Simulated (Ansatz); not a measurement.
Relaxation of GaH3O2 (6 atoms, charge 0, multiplicity 1), to a largest force component of 0.03 eV/Å in at most 50 steps.

The calculation used RKS PBE0-D4/def2-SVP (Ansatz).

```xyz
6
Properties=species:S:1:pos:R:3
Ga 0.147 -0.286 0.144
H 0.682 -0.237 1.596
O 1.845 -0.387 -0.356
H 2.348 -0.301 0.458
O -1.235 -0.267 -0.947
H -2.103 -0.321 -0.533
```

Task: Where does it end, and by what steps?

Result: The forces met the threshold. After 5 steps the energy has fallen by 0.694 eV; H2 moved furthest, 0.68 Å.

```tsv
step	energy less start (eV)	largest force component (eV/Å)	accepted
0	0.0000	1.533	yes
1	-0.3690	0.862	yes
2	-0.5635	0.433	yes
3	-0.6750	0.274	yes
4	-0.6897	0.129	yes
5	-0.6935	0.027	yes
```

```xyz
6
Properties=species:S:1:pos:R:3
Ga 0.250 -0.288 0.308
H 0.056 -0.212 1.853
O 1.824 -0.355 -0.511
H 2.583 -0.344 0.080
O -1.074 -0.318 -0.877
H -1.955 -0.282 -0.492
```

Time of the run: 18 s on 1 thread of Arm Neoverse V2 (shared host), peak memory 0.14 GiB.
